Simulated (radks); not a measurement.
Values are calculated unless marked as measured or tabulated.
Question: Orbital eigenvalues (eV) of neutral palladium, [Kr] 4d10, of relativity; Dirac values are averaged over j with weights 2j + 1. Spin-unpolarised spherical Kohn-Sham, LDA (Slater exchange, Perdew-Wang correlation), point nucleus unless stated (finite: rms radius 4.5318 fm), a radial shooting solver on a logarithmic mesh with Libxc functionals. A level marked "c x" has the speed of light scaled by that factor and shares open shells by 2j + 1; other Dirac levels either fill j = l - 1/2 first or share by 2j + 1.

| shell | non-rel. |
|---|---|
| 1s | -23405 |
| 2s | -3349.9 |
| 2p | -3113.2 |
| 3s | -600.31 |
| 3p | -505.61 |
| 3d | -330.13 |
| 4s | -78.616 |
| 4p | -49.392 |
| 4d | -4.3733 |

Give the values at the level "Dirac, c x 1.5".

Answer: 
shell  Dirac, c x 1.5  change of magnitude (%)
1s             -23714                    +1.32
2s            -3423.5                    +2.20
2p            -3134.5                    +0.69
3s            -614.93                    +2.44
3p            -510.10                    +0.89
3d            -328.18                    -0.59
4s            -81.510                    +3.68
4p            -50.273                    +1.78
4d            -4.3446                    -0.66
